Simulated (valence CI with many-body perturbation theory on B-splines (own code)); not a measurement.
## Ge XX in three bases

Calculated by relativistic CI+MBPT: three valence electrons over a frozen Dirac-Fock core [Ne], a basis of 9 s, 9 p, 8 d, 6 f, 3 g, 1 h functions for each j, with the one-electron correlation potential Σ1, the two-electron term Σ2, the three-electron term Σ3, Breit, model QED; selected CI, second order for the rest, scaled by the run's own slope (own B-spline code, finite nucleus).

No measured spectrum was set against this ion. As an estimate, levels of excited configurations hold to 0.05 to 0.15 % of their energy, terms of the ground configuration to about 0.5 %.

The reference run has the lowest level 3s2 3p 2P°_1/2 and an ionisation energy of 749.326 eV. Its largest variational space holds 8611 state functions.

Names give the largest LS component (configuration and term), which can be under half, so a name can repeat, a term be missing and a line seem to break the LS rules; names also repeat where a configuration has a term twice.

Changed runs:
A. basis 6 s, 6 p, 5 d, 3 f, 1 g
B. basis 5 s, 5 p, 4 d, 2 f

Excitation energies of the reference run in cm⁻¹, and shifts in cm⁻¹:

```tsv
Level	Reference	A	B
3s2 3p 2P°_3/2	54589	-4.2	-8.5
3s 3p2 4P_1/2	332610	-100	-316
3s 3p2 4P_3/2	358686	-114	-353
3s 3p2 4P_5/2	382636	-99	-308
3s 3p2 2D_3/2	453918	+34	+104
3s 3p2 2D_5/2	466431	+19	+56
3s 3p2 2P_1/2	530901	+154	+479
3s 3p2 2S_1/2	585724	+158	+493
3s 3p2 2P_3/2	597418	+118	+390
3s2 3d 2D_3/2	682351	+299	+958
3s2 3d 2D_5/2	689608	+297	+948
3p3 2D°_3/2	846834	-26	-133
Ionisation energy (eV)	749.326	-0.015	-0.044
```
